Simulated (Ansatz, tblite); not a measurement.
Cost and result up the ladder for Ga(py)F3 (C₅H₅F₃GaN) (15 atoms). The state is a singlet with charge 0. Geometry: r2SCAN-D4/def2-SVP.

```xyz
15

Ga    2.3773   -0.4844   -0.8433
N     0.5036   -0.1068   -0.1797
C     0.1715   -0.4168    1.0853
C    -1.1009   -0.1494    1.5821
C    -2.0425    0.4422    0.7355
C    -1.6885    0.7370   -0.5842
C    -0.3981    0.4406   -1.0129
H     0.9585   -0.8965    1.6760
H    -1.3458   -0.4072    2.6149
H    -3.0494    0.6654    1.0999
H    -2.4016    1.1865   -1.2787
H    -0.0502    0.6199   -2.0353
F     2.7620   -1.8243    0.2343
F     3.3077    0.9761   -0.5570
F     1.9962   -0.7822   -2.5369
```

Ansatz on 4 threads of Arm Neoverse V2 on a shared host; xTB runs through tblite on one thread. Times are rough, summed over both states, and most runs start from the orbitals of an earlier one. PBE0-D4/def2-TZVP serves as the yardstick here, not as an exact answer. The other state is a triplet.

The xTB rows come from tblite.

xTB has no spin-polarisation term.

```json
{"level": "GFN2-xTB", "functions": "50", "vertical triplet (eV)": "4.01", "difference from PBE0-D4/def2-TZVP (eV)": "-0.21"}
{"level": "r2SCAN-D4/def2-TZVP (with forces)", "functions": "357", "vertical triplet (eV)": "4.14", "difference from PBE0-D4/def2-TZVP (eV)": "-0.09"}
{"level": "PBE-D4/def2-TZVP", "functions": "357", "vertical triplet (eV)": "4.27", "difference from PBE0-D4/def2-TZVP (eV)": "0.04"}
{"level": "PBE0-D4/def2-TZVP", "functions": "357", "vertical triplet (eV)": "4.22", "difference from PBE0-D4/def2-TZVP (eV)": "0.00"}
{"level": "GFN1-xTB", "functions": "55", "vertical triplet (eV)": "4.06", "difference from PBE0-D4/def2-TZVP (eV)": "-0.16"}
```

Task: Estimate how long each takes.

Result: GFN2-xTB 0.016 s; GFN1-xTB 0.021 s; PBE-D4/def2-TZVP 22 s; r2SCAN-D4/def2-TZVP (with forces) 45 s; PBE0-D4/def2-TZVP 56 s. On shared hardware such times vary by a factor of up to 3.
